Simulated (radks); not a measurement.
Results of a calculation; reference values are marked as such.
Spherical quantum dot in the effective-mass picture: electrons in a well V = -V0 / (1 + exp((r - R)/a)) with V0 = 22.6, R = 2.85, a = 0.086, with a point charge +2 (a donor) at the centre, all in effective atomic units (hartree* = m*/eps^2 hartree, bohr* = eps/m* bohr), one dielectric constant everywhere. Level of theory: non-relativistic Kohn-Sham, LDA (Slater exchange, Perdew-Wang correlation), spin-polarised, spherical densities (a radial shooting solver with Libxc functionals). Levels are named by radial order and angular momentum (1s, 1p, 1d, 2s, ...), and open shells are averaged over m. Results are scaled to m* = 0.029 and eps = 13.4, for which hartree* = 4.395 meV and bohr* = 24.45 nm.

N = 24, configuration 1s2 1p6 1d10 2s2 1f(up 4, down 0). This is the lowest configuration that the search found. Occupied and some empty levels:

| level | occupation | eigenvalue (meV) | <r> (nm) |
|---|---|---|---|
| 1s up | 1 | -54.531 | 40.20 |
| 1s down | 1 | -54.334 | 39.42 |
| 1p up | 3 | -52.535 | 48.26 |
| 1p down | 3 | -52.268 | 48.12 |
| 1d up | 5 | -50.006 | 50.61 |
| 1d down | 5 | -49.722 | 50.55 |
| 2s up | 1 | -49.682 | 28.74 |
| 2s down | 1 | -49.575 | 29.34 |
| 1f up | 4 | -46.681 | 52.33 |
| 1f down | 0 | -46.388 | 52.31 |
| 1g up | 0 | -42.610 | 53.74 |
| 1g down | 0 | -42.313 | 53.73 |
| 2p up | 0 | -41.810 | 36.47 |
| 2p down | 0 | -41.680 | 36.46 |
| 2d up | 0 | -35.959 | 41.04 |
| 2d down | 0 | -35.797 | 41.00 |

Energy (meV): total -1773.97, kinetic 181.09, external -2480.1, Hartree 584.57, exchange-correlation -59.488.
